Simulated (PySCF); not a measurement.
HKO (SMILES [OH][K]), singlet, at a GFN2-xTB geometry (such geometries of metal compounds can be far from the true shape). Base run: DF-R2SCAN/pcseg-1 run with PySCF.

Here is a job for PySCF.
```python
from pyscf import gto, scf, dft

mol = gto.M(
    atom='''
K    -0.515992   -0.253325   -0.435053
O     1.047786    0.444316    0.880931
H     1.421565    1.258641    1.218564
''',
    basis='pcseg-1',
    charge=0,
    spin=0,
    verbose=4,
)

mf = dft.RKS(mol)
mf.xc = 'r2scan'
mf = mf.density_fit(auxbasis='def2-universal-jkfit')
mf.kernel()
```

The base run was repeated with changes; each row names its change, and settings that it needs were set with it.

```
change                 basis functions      E (Eh)  HOMO (eV)  HOMO-LUMO gap (eV)  dipole (D)
---------------------  ---------------  ----------  ---------  ------------------  ----------
base                                43  -675.60428      -3.42                2.78        6.52
basis = STO-3G                      19  -668.42480       0.73                1.06        3.43
basis = 6-31G                       28  -675.59490      -2.74                1.46        6.59
basis = 3-21G                       28  -672.15579      -2.65                1.26        5.04
basis = 6-31G*                      38  -675.61665      -2.87                1.78        6.35
basis = def2-SV(P)                  40  -675.52767      -3.07                2.23        6.42
basis = def2-SVP                    43  -675.53742      -3.09                2.24        6.48
basis = def2-SVPD                   58  -675.56091      -3.69                2.95        7.53
basis = def2-TZVP                   70  -675.71998      -3.60                2.90        7.02
basis = pcseg-2                     77  -675.73470      -3.78                3.15        6.91
basis = pc-2                        77  -675.73834      -3.81                3.15        6.98
basis = def2-TZVPP                  78  -675.72173      -3.61                2.91        7.05
basis = 6-311+G(2d,p)               81  -675.72088      -3.81                3.11        7.09
```

Totals compare only among sets that treat the same electrons; sets with core potentials leave the core out.
